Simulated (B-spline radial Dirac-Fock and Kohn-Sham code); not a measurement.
Calculated with a radial B-spline solver, using configuration-average Dirac-Fock orbitals.

**Question.** This computed X-ray form factor belongs to an atom or ion in its tabulated ground configuration. Which?

```
sin θ/λ (Å⁻¹)      f₀
         0.04  22.994
         0.08  22.974
         0.13  22.932
          0.2  22.839
         0.25  22.748
         0.31  22.615
         0.39  22.395
          0.6  21.603
         2.24  11.243
```

**Answer.** W⁵¹⁺, with 23 electrons in [Ar] 3d5. f₀ tends to the number of electrons as s goes to zero, which the first rows give only roughly, and the rate of fall reflects the nuclear charge, 74.

**Question.** This computed X-ray form factor belongs to an atom or ion in its tabulated ground configuration. Which?

| sin θ/λ (Å⁻¹) | f₀ |
| --- | --- |
| 0.09 | 3.000 |
| 0.13 | 2.999 |
| 0.16 | 2.999 |
| 0.19 | 2.999 |
| 0.31 | 2.996 |
| 0.44 | 2.992 |
| 0.62 | 2.985 |
| 1.04 | 2.957 |
| 2.93 | 2.699 |

**Answer.** Bi⁸⁰⁺, with 3 electrons in [He] 2s1. f₀ tends to the number of electrons as s goes to zero, which the first rows give only roughly, and the rate of fall reflects the nuclear charge, 83.
